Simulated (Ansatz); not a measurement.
System: sum formula SiNHF₃, charge 0, multiplicity 2. It need not be the lowest isomer of its formula. 
Geometry from a B3LYP-D3(BJ)/def2-TZVP (Ansatz, a first-principles code) optimisation:
SMILES: [NH][Si](F)(F)F
```xyz
6

Si     0.0157    -0.0001     0.0110
F     -0.2161    -1.0721    -1.1253
F     -0.6697    -0.5341     1.3224
F     -0.7062     1.3436    -0.3979
N      1.6976     0.2520     0.3070
H      2.2265     0.6008    -0.4951
```
Charge 0, spin multiplicity 2.

Basis-set convergence of Hartree-Fock and CCSD(T) correlation energies (hartree) with Ansatz. Cores are frozen in the correlated levels unless marked. Open shells are spin-unrestricted. Spin-orbit coupling is left out. No relativistic terms.

```csv
basis,functions,E(HF),"E(corr, CCSD(T))"
cc-pV(D+d)Z,84,-642.47354,-0.81121
cc-pV(T+d)Z,173,-642.64023,-1.07158
cc-pV(Q+d)Z,314,-642.67824,-1.16419
cc-pV(5+d)Z,519,-642.68680,-1.19849
```

Extrapolating the two largest sets (X = 4 and 5) as X^-3: E(corr) = (125·(-1.19849) - 64·(-1.16419))/61 = -1.2345 Eh, an estimate of the basis-set limit. The largest set recovers 97.1 % of it, the smallest 65.7 %.
